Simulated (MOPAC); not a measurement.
MOPAC input (AM1):

```
AM1 FORCE THERMO(298,298) PRECISE LET UHF MS=0.5 GEO-OK AUX(PRECISION=9) THREADS=1
CNO

O    -0.00000000 1    0.00000002 1   -1.16564390 1
C     0.00000002 1   -0.00000002 1    0.05234817 1
N    -0.00000002 1   -0.00000000 1    1.28419772 1
```

Problem. Which zero-point energy does it print?

Solution. 6.34 kcal/mol, from the harmonic wavenumbers of AM1.
